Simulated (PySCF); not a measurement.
C5H17N3Si.
SMILES with atom numbers: `[CH3:1][N:2]([CH3:3])[SiH2:4][N:5]([CH3:6])[CH2:7][CH2:8][NH2:9]` (hydrogens: H10, H11, H12 on C1; H13, H14, H15 on C3; H16, H17 on Si4; H18, H19, H20 on C6; H21, H22 on C7; H23, H24 on C8; H25, H26 on N9)

The same species was optimised twice, with GFN2-xTB and with PBE0-D3(BJ)/def2-SVP (PySCF), and the same property calculations (PySCF, gas phase) were run on both structures.

```json
{"coordinate": "Si4–N5 (Å)", "GFN2-xTB": "1.719", "PBE0-D3(BJ)/def2-SVP": "1.734", "change": "+0.015"}
{"coordinate": "N2–Si4 (Å)", "GFN2-xTB": "1.720", "PBE0-D3(BJ)/def2-SVP": "1.733", "change": "+0.013"}
{"coordinate": "C7–C8 (Å)", "GFN2-xTB": "1.541", "PBE0-D3(BJ)/def2-SVP": "1.530", "change": "-0.011"}
{"coordinate": "N5–C7 (Å)", "GFN2-xTB": "1.448", "PBE0-D3(BJ)/def2-SVP": "1.452", "change": "+0.004"}
{"coordinate": "C8–N9 (Å)", "GFN2-xTB": "1.450", "PBE0-D3(BJ)/def2-SVP": "1.447", "change": "-0.003"}
{"coordinate": "N2–C3 (Å)", "GFN2-xTB": "1.442", "PBE0-D3(BJ)/def2-SVP": "1.440", "change": "-0.002"}
{"coordinate": "N5–C6 (Å)", "GFN2-xTB": "1.443", "PBE0-D3(BJ)/def2-SVP": "1.444", "change": "+0.001"}
{"coordinate": "C1–N2 (Å)", "GFN2-xTB": "1.438", "PBE0-D3(BJ)/def2-SVP": "1.439", "change": "+0.001"}
{"coordinate": "N2–Si4–N5 (°)", "GFN2-xTB": "106.3", "PBE0-D3(BJ)/def2-SVP": "109.8", "change": "+3.5"}
{"coordinate": "C1–N2–Si4 (°)", "GFN2-xTB": "120.4", "PBE0-D3(BJ)/def2-SVP": "123.5", "change": "+3.1"}
{"coordinate": "C1–N2–C3 (°)", "GFN2-xTB": "112.0", "PBE0-D3(BJ)/def2-SVP": "114.4", "change": "+2.4"}
{"coordinate": "Si4–N5–C7 (°)", "GFN2-xTB": "120.4", "PBE0-D3(BJ)/def2-SVP": "122.7", "change": "+2.3"}
{"coordinate": "C7–C8–N9 (°)", "GFN2-xTB": "115.0", "PBE0-D3(BJ)/def2-SVP": "116.8", "change": "+1.8"}
{"coordinate": "N5–C7–C8 (°)", "GFN2-xTB": "111.7", "PBE0-D3(BJ)/def2-SVP": "113.5", "change": "+1.8"}
{"coordinate": "Si4–N5–C6 (°)", "GFN2-xTB": "121.4", "PBE0-D3(BJ)/def2-SVP": "119.7", "change": "-1.7"}
{"coordinate": "C6–N5–C7 (°)", "GFN2-xTB": "114.9", "PBE0-D3(BJ)/def2-SVP": "116.6", "change": "+1.7"}
{"coordinate": "C1–N2–Si4–N5 (°)", "GFN2-xTB": "-159", "PBE0-D3(BJ)/def2-SVP": "-140", "change": "+19"}
{"coordinate": "N2–Si4–N5–C6 (°)", "GFN2-xTB": "47", "PBE0-D3(BJ)/def2-SVP": "57", "change": "+10"}
{"coordinate": "Si4–N5–C7–C8 (°)", "GFN2-xTB": "91", "PBE0-D3(BJ)/def2-SVP": "93", "change": "+2"}
{"coordinate": "N5–C7–C8–N9 (°)", "GFN2-xTB": "59", "PBE0-D3(BJ)/def2-SVP": "56", "change": "-3"}
```

Rotational constants: A = 2258, B = 756.1, C = 709.0 MHz (GFN2-xTB) against A = 2128, B = 777.9, C = 704.6 MHz (PBE0-D3(BJ)/def2-SVP). Point groups within 0.08 Å: C1 and C1.

On the GFN2-xTB structure: HOMO (eV) -6.07 [PBE0/pcSseg-1]; LUMO (eV) 1.08 [PBE0/pcSseg-1]; dipole (D) 1.42 [PBE0/pcSseg-1]; GIAO shielding of C1/C3 (mean) (ppm) 147.7 [PBE0/pcSseg-1]; GIAO shielding of N2 (ppm) 245.8 [PBE0/pcSseg-1]; GIAO shielding of Si4 (ppm) 378.2 [PBE0/pcSseg-1]; GIAO shielding of N5 (ppm) 247.2 [PBE0/pcSseg-1]; GIAO shielding of C6 (ppm) 146.2 [PBE0/pcSseg-1]; GIAO shielding of C7 (ppm) 130.0 [PBE0/pcSseg-1]; GIAO shielding of C8 (ppm) 136.2 [PBE0/pcSseg-1]; GIAO shielding of N9 (ppm) 233.7 [PBE0/pcSseg-1].

Task: What do these properties become on the PBE0-D3(BJ)/def2-SVP structure?

Result: 
```json
{"property": "HOMO (eV)", "level": "PBE0/pcSseg-1", "on GFN2-xTB": "-6.07", "on PBE0-D3(BJ)/def2-SVP": "-6.08", "change": "-0.01"}
{"property": "LUMO (eV)", "level": "PBE0/pcSseg-1", "on GFN2-xTB": "1.08", "on PBE0-D3(BJ)/def2-SVP": "1.09", "change": "+0.01"}
{"property": "dipole (D)", "level": "PBE0/pcSseg-1", "on GFN2-xTB": "1.42", "on PBE0-D3(BJ)/def2-SVP": "1.36", "change": "-0.06"}
{"property": "energy, GFN2-xTB geometry as zero (kcal/mol)", "level": "PBE0/pcSseg-1", "on GFN2-xTB": "0.0", "on PBE0-D3(BJ)/def2-SVP": "-2.0", "change": "-2.0"}
{"property": "GIAO shielding of C1/C3 (mean) (ppm)", "level": "PBE0/pcSseg-1", "on GFN2-xTB": "147.7", "on PBE0-D3(BJ)/def2-SVP": "146.4", "change": "-1.3"}
{"property": "GIAO shielding of N2 (ppm)", "level": "PBE0/pcSseg-1", "on GFN2-xTB": "245.8", "on PBE0-D3(BJ)/def2-SVP": "239.6", "change": "-6.2"}
{"property": "GIAO shielding of Si4 (ppm)", "level": "PBE0/pcSseg-1", "on GFN2-xTB": "378.2", "on PBE0-D3(BJ)/def2-SVP": "373.6", "change": "-4.6"}
{"property": "GIAO shielding of N5 (ppm)", "level": "PBE0/pcSseg-1", "on GFN2-xTB": "247.2", "on PBE0-D3(BJ)/def2-SVP": "233.7", "change": "-13.5"}
{"property": "GIAO shielding of C6 (ppm)", "level": "PBE0/pcSseg-1", "on GFN2-xTB": "146.2", "on PBE0-D3(BJ)/def2-SVP": "145.4", "change": "-0.8"}
{"property": "GIAO shielding of C7 (ppm)", "level": "PBE0/pcSseg-1", "on GFN2-xTB": "130.0", "on PBE0-D3(BJ)/def2-SVP": "129.5", "change": "-0.5"}
{"property": "GIAO shielding of C8 (ppm)", "level": "PBE0/pcSseg-1", "on GFN2-xTB": "136.2", "on PBE0-D3(BJ)/def2-SVP": "134.1", "change": "-2.1"}
{"property": "GIAO shielding of N9 (ppm)", "level": "PBE0/pcSseg-1", "on GFN2-xTB": "233.7", "on PBE0-D3(BJ)/def2-SVP": "232.0", "change": "-1.7"}
```

The heavy atoms differ by 0.232 Å rms after alignment. Among bonds between heavy atoms Si4–N5 changes most (+0.015 Å). Changes are differences of the printed values. Neither structure is proved a minimum here.
